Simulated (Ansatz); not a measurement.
Total energies of CH₆BSbSe.

```
atom    x (Å)    y (Å)    z (Å)
 Se1  -0.6271   1.8120   0.6002
  C2  -0.2730  -0.0237   1.3010
  B3   0.3657  -0.0537  -0.1097
 Sb4  -0.8341  -0.9055  -1.8266
  H5   0.5966   2.3998   1.1615
  H6  -1.2444  -0.4708   1.4973
  H7   0.3317   0.0521   2.2007
  H8   1.5274   0.1954  -0.2296
  H9  -0.1767  -2.4655  -1.5791
 H10   0.3339  -0.5400  -3.0155
```

Charge 0, multiplicity 1. Correlated methods include outer-core shells of Sb, Se, which these sets cover unevenly. Scalar relativity is left out up to krypton. Sb takes the def2 core potential. The bonds changed during the relaxation, so this is another structure than the one it started from. The geometry is a stationary point of PBE0-D4/def2-TZVP. It is one conformer, not always the lowest. Basis def2-TZVPP, the Gaussian-basis code of Ansatz.

RPA on PBE orbitals: Hartree–Fock energy of these orbitals -2705.07986 Eh, correlation -1.43250 Eh (frozen core).

```
             functional  energy without D4 (Eh)  D4 term (kJ/mol)
            LDA (SPW92)             -2703.89633                 –
                    PBE             -2707.90072             -26.9
                   BLYP             -2708.30646             -58.4
                 r2SCAN             -2708.40950              -6.1
                 B97M-V             -2707.94419                 –
                   PBE0             -2708.00536             -22.9
                r2SCANh             -2708.39196              -6.7
HSE06 (plane-wave form)             -2708.00185             -21.6
                ωB97M-V             -2708.14779                 –
               PBE-QIDH             -2707.47984                 –
```

Problem. Give the same for revPBE, B3LYP, r2SCAN0, BHLYP, CAM-B3LYP, LC-ωPBE, ωB97X-V, B2PLYP. (An estimate is asked.)

Solution. Computed: 
```csv
functional,energy without D4 (Eh),D4 term (kJ/mol)
revPBE,-2708.19933,-73.0
B3LYP,-2708.49500,-44.2
r2SCAN0,-2708.36695,-7.5
BHLYP,-2708.24343,-37.9
CAM-B3LYP,-2708.43217,-23.7
LC-ωPBE,-2708.02540,–
ωB97X-V,-2708.11237,–
B2PLYP,-2707.71056,–
```

B3LYP takes the VWN-RPA correlation (the form of Gaussian; ORCA's B3LYP/G). HSE06 is the plane-wave form, built on full-range PBE exchange. The double hybrids freeze the cores in their second-order part.

LC-ωPBE has ω = 0.4 bohr⁻¹.
